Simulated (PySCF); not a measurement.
## Xe²⁺ (xenon, charge +2): UHF calculation

Configuration: [Kr] 4d10 5s2 5p3 6s1, high-spin 5S determinant (an excited configuration). Computed with PySCF 2.14 in aug-cc-pVQZ-PP with one added diffuse shell each of s, p, d, f, g type with ECP28MDF (8s8p6d4f3g, 117 functions), with a scalar-relativistic core potential.

```
Total energy             : -326.625504 hartree
One-electron energy      : -547.5100 hartree
Hartree (Coulomb) energy : 242.8046 hartree
Exchange energy          : -21.9202 hartree
⟨S²⟩                     : 6.0011
⟨L²⟩                     : 0.000
Sum of ⟨r⟩               : 28.70 bohr
Sum of ⟨r²⟩              : 54.09 bohr²
```

```csv
shell,electrons,mean orbital energy (hartree),"rms radius, mean of both spins (bohr)"
4s α,1,-9.38421,0.767
4s β,1,-9.34497,0.767
4p α,3,-7.11275,0.820
4p β,3,-7.07551,0.820
4d α,5,-3.63737,0.930
4d β,5,-3.60964,0.930
5s α,1,-1.97350,1.88
5s β,1,-1.63826,1.88
5p α,3,-1.34486,2.16
6s α,1,-0.56570,4.37
```

Energies and moments cover only the electrons outside the core potential. The outer electron is Rydberg-like, and this basis confines it to a smaller radius and binds it less than a complete one would.
